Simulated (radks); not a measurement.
The numbers below are computed, except where a source is named.
Problem. All-electron atom: the gold ion Au2+ in [Xe] 4f14 5d9 (the NIST ground configuration). Level of theory: Dirac Kohn-Sham, relativistic LDA (MacDonald-Vosko exchange, VWN5 correlation), spin-unpolarised, spherical densities, finite nucleus; open shells fill j = l - 1/2 first; Fermi nuclear charge, rms radius 5.4371 fm (a radial shooting solver on a logarithmic mesh with Libxc functionals). Some entries of the table are withheld. Estimate them.

orbital,occ.,eigenvalue (Ry),<r^2> (bohr^2)
1s1/2,2,-5883.795,0.0003970
2s1/2,2,-1039.943,0.005987
2p1/2,2,(1),0.004233
2p3/2,4,(2),0.005418
3s1/2,2,-246.7734,0.03885
3p1/2,2,-227.8893,0.03538
3p3/2,4,-198.4924,0.04178
3d3/2,4,-166.8327,0.03200
3d5/2,6,-160.4758,0.03374
4s1/2,2,-54.74165,(3)
4p1/2,2,-46.65054,0.1919
4p3/2,4,-39.57915,0.2247
4d3/2,4,-26.24965,0.2370
4d5/2,6,-24.92545,0.2486
5s1/2,2,-9.51007,0.9673
4f5/2,6,(4),0.2971
4f7/2,8,(5),0.3056
5p1/2,2,-6.86423,1.135
5p3/2,4,-5.64463,1.368
5d3/2,4,-2.10355,2.523
5d5/2,5,-1.97784,2.715

Solution. 
(1) 2p1/2 eigenvalue (Ry): -998.4201
(2) 2p3/2 eigenvalue (Ry): -865.3388
(3) 4s1/2 <r^2> (bohr^2): 0.1884
(4) 4f5/2 eigenvalue (Ry): -7.75166
(5) 4f7/2 eigenvalue (Ry): -7.47140
